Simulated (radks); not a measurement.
Neutral oxygen, 8 electrons, occupied as [He] 2s0.5 2p5.5 (fractional occupations, a model configuration). Calculated with a radial shooting solver on a logarithmic mesh with Libxc functionals: Dirac Kohn-Sham, LDA (Slater exchange, Perdew-Wang correlation), spin-unpolarised, spherical densities, point nucleus; open shells fill j = l - 1/2 first. Some entries of the table are withheld. Estimate them.

orbital  occ.  eigenvalue (hartree)  <r^2> (bohr^2)
1s1/2       2                   (1)             (2)
2s1/2     0.5                   (3)             (4)
2p1/2       2                   (5)           2.086
2p3/2     3.5                   (6)           2.093

Answer. 
(1) 1s1/2 eigenvalue (hartree): -18.80670
(2) 1s1/2 <r^2> (bohr^2): 0.05435
(3) 2s1/2 eigenvalue (hartree): -0.89782
(4) 2s1/2 <r^2> (bohr^2): 1.593
(5) 2p1/2 eigenvalue (hartree): -0.36053
(6) 2p3/2 eigenvalue (hartree): -0.35917
